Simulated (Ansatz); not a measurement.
Reaction (stannylene formation by 1,1-elimination): `[NH2][Sn]([NH2])([Cl])[Cl]` → Cl₂ + `[NH2][Sn][NH2]`

Calculated with Ansatz (gas phase, PBE0-D4/def2-TZVP geometries, no zero-point term in ΔE). CCSD(T)/CBS adds triple-zeta CCSD(T) − MP2 to the extrapolated MP2 energy (def2 sets, frozen cores). This one scheme is used for every species. Functionals use def2-TZVPP. def2 core potentials past Kr. For Sn outer-core shells are correlated without core-valence functions, which leaves a few kJ/mol of doubt a bond. One conformer a species, not always the lowest.

| level | ΔE (kJ/mol) | difference from CCSD(T)/CBS |
| --- | --- | --- |
| PBE-D4 | 310.5 | -34.0 |
| revPBE-D4 | 304.1 | -40.4 |
| ωB97M-V | 336.0 | -8.5 |
| PBE-QIDH | 359.8 | 15.3 |
| PBE | 300.6 | -43.9 |
| CAM-B3LYP | 318.4 | -26.1 |
| CCSD/def2-SVP | 359.0 | 14.5 |
| HF/def2-TZVPP | 359.7 | 15.2 |
| CCSD(T)/def2-TZVPP | 344.7 | 0.2 |
| HF/def2-QZVPP | 357.9 | 13.4 |
| CCSD(T)/CBS | 344.5 | 0 |

Largest T1 diagnostic among the species: 0.016.

From PBE to PBE0 (25 % exact exchange), in def2-TZVPP and without D4, ΔE moves by +29.3 kJ/mol. In def2-TZVPP, CCSD(T) changes the Hartree–Fock value by −14.9 kJ/mol (the triples alone add +0.9 kJ/mol) and MP2 by −3.9 kJ/mol.
